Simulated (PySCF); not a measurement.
Isomers of C3H12ClNSi4.

All values: PBE0/pcSseg-1 (PySCF) at GFN2-xTB geometries, gas phase, one conformer each.

Problem. Rank by HOMO energy, highest first.
A. `[CH:1]#[C:2][Si@@:3]([SiH3:4])([Cl:5])[Si@H:6]([NH2:7])[SiH2:8][CH3:9]` with C2–Si3–Si6–N7 64°, Si3–Si6–N7–H -58° and 167°, Si3–Si6–Si8–C9 -147°
B. `[CH:1]#[C:2][Si@@H:3]([SiH2:4][Cl:5])[Si@H:6]([SiH3:7])[NH:8][CH3:9]` with C2–Si3–Si4–Cl5 106°, C2–Si3–Si6–Si7 -29°, Si3–Si6–N8–C9 -170°
C. `[CH2:1]=[CH:2][Si@@H:3]([Cl:4])[N:5]1[SiH2:6][CH2:7][SiH2:8][SiH2:9]1` with C1–C2–Si3–Cl4 4°, C2–Si3–N5–Si6 -142°, Si3–N5–Si6–C7 -167°, N5–Si6–C7–Si8 -9°, Si6–C7–Si8–Si9 5°, C7–Si8–Si9–N5 1°
D. `[CH3:1][Si@@H:2]([Cl:3])[C:4]#[C:5][SiH2:6][N:7]([SiH3:8])[SiH3:9]` with C5–Si6–N7–Si8 150°
E. `[CH:1]#[C:2][Si@@H:3]([SiH2:4][Cl:5])[Si@@H:6]([SiH3:7])[NH:8][CH3:9]` with C2–Si3–Si4–Cl5 170°, C2–Si3–Si6–Si7 159°, Si3–Si6–N8–C9 -171°
F. `[CH:1]#[C:2][Si@H:3]([CH2:4][SiH3:5])[N:6]([SiH3:7])[SiH2:8][Cl:9]` with C2–Si3–C4–Si5 -179°, C2–Si3–N6–Si7 67°, Si3–N6–Si8–Cl9 -86°

Solution. B (-6.64 eV), E (-6.80 eV), A (-6.99 eV), C (-7.41 eV), D (-7.71 eV), F (-7.90 eV).

Problem. Rank by LUMO energy, highest first.
A. `[CH:1]#[C:2][Si@@:3]([SiH3:4])([Cl:5])[Si@H:6]([NH2:7])[SiH2:8][CH3:9]` with C2–Si3–Si6–N7 64°, Si3–Si6–N7–H -58° and 167°, Si3–Si6–Si8–C9 -147°
B. `[CH:1]#[C:2][Si@H:3]([CH2:4][SiH3:5])[N:6]([SiH3:7])[SiH2:8][Cl:9]` with C2–Si3–C4–Si5 -179°, C2–Si3–N6–Si7 67°, Si3–N6–Si8–Cl9 -86°
C. `[CH2:1]=[CH:2][Si@@H:3]([Cl:4])[N:5]1[SiH2:6][CH2:7][SiH2:8][SiH2:9]1` with C1–C2–Si3–Cl4 4°, C2–Si3–N5–Si6 -142°, Si3–N5–Si6–C7 -167°, N5–Si6–C7–Si8 -9°, Si6–C7–Si8–Si9 5°, C7–Si8–Si9–N5 1°
D. `[CH:1]#[C:2][SiH2:3][N:4]([CH2:5][SiH3:6])[SiH2:7][SiH2:8][Cl:9]` with C2–Si3–N4–C5 31°, Si3–N4–C5–Si6 82°, Si3–N4–Si7–Si8 151°, N4–Si7–Si8–Cl9 -169°

Solution. B (-0.41 eV), C (-0.71 eV), D (-1.09 eV), A (-1.36 eV).

Problem. Rank by the highest Hirshfeld charge on any atom, lowest value first.
A. `[CH2:1]=[CH:2][Si@@H:3]([Cl:4])[N:5]1[SiH2:6][CH2:7][SiH2:8][SiH2:9]1` with C1–C2–Si3–Cl4 4°, C2–Si3–N5–Si6 -142°, Si3–N5–Si6–C7 -167°, N5–Si6–C7–Si8 -9°, Si6–C7–Si8–Si9 5°, C7–Si8–Si9–N5 1°
B. `[CH:1]#[C:2][Si@@H:3]([SiH2:4][Cl:5])[Si@H:6]([SiH3:7])[NH:8][CH3:9]` with C2–Si3–Si4–Cl5 106°, C2–Si3–Si6–Si7 -29°, Si3–Si6–N8–C9 -170°
C. `[CH:1]#[C:2][Si@@H:3]([Cl:4])[Si@H:5]([NH2:6])[Si@@H:7]([CH3:8])[SiH3:9]` with C2–Si3–Si5–N6 69°, Si3–Si5–N6–H -171° and 50°, Si3–Si5–Si7–C8 -20°
D. `[CH:1]#[C:2][Si@H:3]([CH2:4][SiH3:5])[N:6]([SiH3:7])[SiH2:8][Cl:9]` with C2–Si3–C4–Si5 -179°, C2–Si3–N6–Si7 67°, Si3–N6–Si8–Cl9 -86°
E. `[CH:1]#[C:2][Si@@:3]([SiH3:4])([Cl:5])[Si@H:6]([NH2:7])[SiH2:8][CH3:9]` with C2–Si3–Si6–N7 64°, Si3–Si6–N7–H -58° and 167°, Si3–Si6–Si8–C9 -147°
F. `[CH3:1][Si@@H:2]([Cl:3])[C:4]#[C:5][SiH2:6][N:7]([SiH3:8])[SiH3:9]` with C5–Si6–N7–Si8 150°

Solution. E (+0.243 e), B (+0.270 e), C (+0.292 e), A (+0.379 e), F (+0.393 e), D (+0.405 e).

All values together:

```tsv
SMILES	μ (D)	HOMO (eV)	LUMO (eV)	lowest IAO charge (e)	highest IAO charge (e)	lowest Hirshfeld charge (e)	highest Hirshfeld charge (e)
C#C[Si@@]([SiH3])(Cl)[Si@@H](N)[SiH2]C	2.44	-7.02	-1.29	-0.833 (N)	+0.519 (Si)	-0.315 (N)	+0.241 (Si)
C#C[Si@@H](Cl)[Si@@H](N)[Si@@H](C)[SiH3]	1.46	-6.99	-1.24	-0.836 (N)	+0.670 (Si)	-0.320 (N)	+0.297 (Si)
C[Si@@H](Cl)C#C[SiH2]N([SiH3])[SiH3]	1.83	-7.71	-0.99	-1.029 (N)	+0.965 (Si)	-0.343 (N)	+0.393 (Si)
CC#C[SiH2][Si@H](Cl)N([SiH3])[SiH3]	2.48	-7.36	-0.72	-1.036 (N)	+0.768 (Si)	-0.350 (N)	+0.349 (Si)
C#C[Si@H](C[SiH3])N([SiH3])[SiH2]Cl	2.04	-7.90	-0.41	-1.031 (N)	+1.029 (Si)	-0.343 (N)	+0.405 (Si)
C#C[Si@@H]([SiH2]Cl)[Si@H]([SiH3])NC	0.71	-6.64	-1.37	-0.664 (N)	+0.530 (Si)	-0.251 (N)	+0.270 (Si)
C#C[Si@@]([SiH3])(Cl)[Si@H](N)[SiH2]C	3.12	-6.99	-1.36	-0.834 (N)	+0.518 (Si)	-0.318 (N)	+0.243 (Si)
C#C[Si@@H]([SiH2]Cl)[Si@@H]([SiH3])NC	2.50	-6.80	-1.16	-0.670 (N)	+0.535 (Si)	-0.246 (N)	+0.260 (Si)
C#C[Si@@H](Cl)[Si@H](N)[Si@@H](C)[SiH3]	2.17	-7.40	-1.44	-0.838 (N)	+0.661 (Si)	-0.318 (N)	+0.292 (Si)
C#C[SiH2]N(C[SiH3])[SiH2][SiH2]Cl	2.60	-6.82	-1.09	-0.767 (N)	+0.897 (Si)	-0.261 (N)	+0.385 (Si)
C=C[Si@@H](Cl)N1[SiH2]C[SiH2][SiH2]1	1.72	-7.41	-0.71	-1.035 (N)	+1.048 (Si)	-0.353 (N)	+0.379 (Si)
```

Conformers: `[CH:1]#[C:2][Si@@:3]([SiH3:4])([Cl:5])[Si@@H:6]([NH2:7])[SiH2:8][CH3:9]` with C2–Si3–Si6–N7 146°, Si3–Si6–N7–H 63° and -162°, Si3–Si6–Si8–C9 -122°; `[CH:1]#[C:2][Si@@H:3]([Cl:4])[Si@@H:5]([NH2:6])[Si@@H:7]([CH3:8])[SiH3:9]` with C2–Si3–Si5–N6 168°, Si3–Si5–N6–H -163° and 61°, Si3–Si5–Si7–C8 35°; `[CH3:1][Si@@H:2]([Cl:3])[C:4]#[C:5][SiH2:6][N:7]([SiH3:8])[SiH3:9]` with C5–Si6–N7–Si8 150°; `[CH3:1][C:2]#[C:3][SiH2:4][Si@H:5]([Cl:6])[N:7]([SiH3:8])[SiH3:9]` with C3–Si4–Si5–Cl6 -123°, Si4–Si5–N7–Si8 -122°; `[CH:1]#[C:2][Si@H:3]([CH2:4][SiH3:5])[N:6]([SiH3:7])[SiH2:8][Cl:9]` with C2–Si3–C4–Si5 -179°, C2–Si3–N6–Si7 67°, Si3–N6–Si8–Cl9 -86°; `[CH:1]#[C:2][Si@@H:3]([SiH2:4][Cl:5])[Si@H:6]([SiH3:7])[NH:8][CH3:9]` with C2–Si3–Si4–Cl5 106°, C2–Si3–Si6–Si7 -29°, Si3–Si6–N8–C9 -170°; `[CH:1]#[C:2][Si@@:3]([SiH3:4])([Cl:5])[Si@H:6]([NH2:7])[SiH2:8][CH3:9]` with C2–Si3–Si6–N7 64°, Si3–Si6–N7–H -58° and 167°, Si3–Si6–Si8–C9 -147°; `[CH:1]#[C:2][Si@@H:3]([SiH2:4][Cl:5])[Si@@H:6]([SiH3:7])[NH:8][CH3:9]` with C2–Si3–Si4–Cl5 170°, C2–Si3–Si6–Si7 159°, Si3–Si6–N8–C9 -171°; `[CH:1]#[C:2][Si@@H:3]([Cl:4])[Si@H:5]([NH2:6])[Si@@H:7]([CH3:8])[SiH3:9]` with C2–Si3–Si5–N6 69°, Si3–Si5–N6–H -171° and 50°, Si3–Si5–Si7–C8 -20°; `[CH:1]#[C:2][SiH2:3][N:4]([CH2:5][SiH3:6])[SiH2:7][SiH2:8][Cl:9]` with C2–Si3–N4–C5 31°, Si3–N4–C5–Si6 82°, Si3–N4–Si7–Si8 151°, N4–Si7–Si8–Cl9 -169°; `[CH2:1]=[CH:2][Si@@H:3]([Cl:4])[N:5]1[SiH2:6][CH2:7][SiH2:8][SiH2:9]1` with C1–C2–Si3–Cl4 4°, C2–Si3–N5–Si6 -142°, Si3–N5–Si6–C7 -167°, N5–Si6–C7–Si8 -9°, Si6–C7–Si8–Si9 5°, C7–Si8–Si9–N5 1°.
